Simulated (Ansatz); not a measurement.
Ta(NH)F3 (TaNF3H). Charge 0, multiplicity 1. Geometry r2SCAN-D4/def2-SVP, basis def2-TZVP, Ansatz.

Cartesian coordinates in Å:
```
Ta -0.1227 0.4454 0.1052
N 0.3334 -1.2112 -0.2862
H 0.5960 -2.1645 -0.5115
F 1.2919 1.2020 1.0961
F -1.7105 0.3700 1.1194
F -0.3882 1.3583 -1.5231
```

| run | HOMO (eV) | LUMO (eV) |
| --- | --- | --- |
| A | -7.13 | -2.06 |
| B | -7.99 | -1.60 |
| C | -10.88 | 0.68 |
| D | -11.81 | 1.67 |
| E | -9.88 | -0.25 |
| F | -8.32 | -1.48 |

In the def2 sets Ta takes a core potential; there is no spin–orbit coupling. B3LYP takes the VWN-RPA correlation.

Q: The runs used B3LYP, BHLYP, HF, PBE, r2SCANh, ωB97M-V. Estimate which is which.

A: A PBE (0 % exact exchange); B r2SCANh (10 % exact exchange); C ωB97M-V (range-separated); D HF (100 % exact exchange); E BHLYP (50 % exact exchange); F B3LYP (20 % exact exchange). Exact exchange lowers occupied and raises empty levels; among semilocal functionals meta-GGAs tend to open the gap a little, and such runs are hard to tell apart. The gap grows from 5.07 eV (PBE) to 13.48 eV (HF).
